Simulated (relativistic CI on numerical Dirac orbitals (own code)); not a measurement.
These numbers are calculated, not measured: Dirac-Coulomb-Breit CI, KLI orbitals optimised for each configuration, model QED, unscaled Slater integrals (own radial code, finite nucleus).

The strongest absorption lines from the ground level of an ion, among the configurations computed and to levels below about 221 eV (vacuum wavelength in Å, gf): 105.31 (0.15), 107.45 (3.2), 108.10 (1.9), 112.43 (0.99), 112.96 (0.073), 116.94 (0.087), 140.08 (0.024), 199.49 (0.097).

Question: Which ion is it?
A. Sr XXII
B. Se XVIII
C. Se XVI
D. Zn XIV

Answer: B. Se XVIII has 17 electrons and the ground level 3s2 3p5 2P°_3/2; the strongest line goes to 3s2 3p4 3d 2D_5/2. The pattern of lines fixes the number of electrons, and along that sequence the line energies rise steadily with the charge (about as its square where n changes within one kind of shell, about linearly where n is kept but much faster in heavy ions where fine structure, which grows about as Z⁴, sets the gap, and irregularly where shells cross), which fixes Z. Configurations outside the model, such as inner-shell arrays, can give stronger lines. At this charge energies of transitions that change n are usually good to better than 1 %, and those within a shell (Δn = 0) to a few per cent.

LS names give the leading component of a level, which can be under half, so a name can repeat, a term be missing and a line seem to break the LS rules.
